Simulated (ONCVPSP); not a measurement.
**sulfur: variants of one ONCV potential**

Base potential:

sulfur, optimised norm-conserving Vanderbilt (ONCV), made with ONCVPSP 4.0.1 (LDA (Perdew-Wang 92), scalar-relativistic). Core [Ne], reference 3s2 3p4. Waves: 3s: rc 1.30 bohr, ncon 3, nbas 7, qcut 5.3 1/bohr, 2 projectors, debl 0.5 Ha; 3p: rc 1.60 bohr, ncon 4, nbas 7, qcut 5.2 1/bohr, 2 projectors, debl 1.8 Ha; d scattering state at 0.02 Ha: rc 1.40 bohr, ncon 3, nbas 8, qcut 6 1/bohr, 2 projectors, debl 1 Ha. Local part: polynomial inside 0.85 bohr (lpopt 5, dvloc0 3 Ha). Core correction: polynomial model core, fcfact 0.35.

In the s channel the program set the typed energies aside and used -0.635, 0.250 Ha.

All-electron outer shells of the reference configuration (LDA (PZ), scalar-relativistic, ld1.x):

```json
{"shell": "2s", "level (eV)": "-210.79", "outermost node (bohr)": "0.13", "outermost maximum (bohr)": "0.39"}
{"shell": "2p", "level (eV)": "-156.52", "outermost node (bohr)": "–", "outermost maximum (bohr)": "0.33"}
{"shell": "3s", "level (eV)": "-17.28", "outermost node (bohr)": "0.60", "outermost maximum (bohr)": "1.40"}
{"shell": "3p", "level (eV)": "-7.11", "outermost node (bohr)": "0.58", "outermost maximum (bohr)": "1.59"}
```

Cutoffs, loose and tight: the cutoffs (Ha) at which the residual kinetic energy of the hardest occupied pseudo-wave falls to 1 and 0.1 mHa per electron. They do not see the model core or the augmentation charge, which bear on the density cutoff. Test errors are all-electron minus pseudo excitation energies from the reference, over the configurations 3s2 3p3; 3s2 3p2; 3s2 3p1; 3s1 3p5. A dash means not determined; rows that change the core or the reference have their own tests.

| change | outcome | cutoff, loose | cutoff, tight | bound ghosts | GHOST(+) flags above zero | largest test error (meV) |
| --- | --- | --- | --- | --- | --- | --- |
| base | generated, projector energies reset by the program | 13 Ha | 25 Ha | none | s | +49 |
| p: qcut 3.2 | generated, projector energies reset by the program | 13 Ha | 25 Ha | none | s | +48 |
| p: qcut 4.8 | generated, projector energies reset by the program | 13 Ha | 25 Ha | none | s | +48 |
| p: qcut 5.1 | generated, projector energies reset by the program | 13 Ha | 25 Ha | none | s | +49 |
| p: qcut 5.9 | generated, projector energies reset by the program | 13 Ha | 25 Ha | none | s | +53 |
| p: qcut 6.2 | generated, projector energies reset by the program | 13 Ha | 25 Ha | none | s | +54 |
| p: qcut 6.8 | generated, projector energies reset by the program | 13 Ha | 25 Ha | none | s | +56 |
| p: qcut 7.3 | generated, projector energies reset by the program | 13 Ha | 25 Ha | none | s | +57 |
| p: qcut 7.8 | generated, projector energies reset by the program | 13 Ha | 25 Ha | none | s | +57 |

Question: What comes out with this change to the base: p: qcut 4.2?

Answer: outcome: generated, projector energies reset by the program; cutoff, loose: 13 Ha; cutoff, tight: 27 Ha; bound ghosts: none; GHOST(+) flags above zero: s; largest test error (meV): +46.

Question: What comes out with this change to the base: p: qcut 3.7?

Answer: outcome: generated, projector energies reset by the program; cutoff, loose: 13 Ha; cutoff, tight: 26 Ha; bound ghosts: none; GHOST(+) flags above zero: s; largest test error (meV): +46.

Reading the sweep of the qcut of the p channel (base included, trends over the rows without a ghost): The loose cutoff stays near 13 Ha. The median size of the test errors (rows with all tests solved) stays near 6.0 meV.
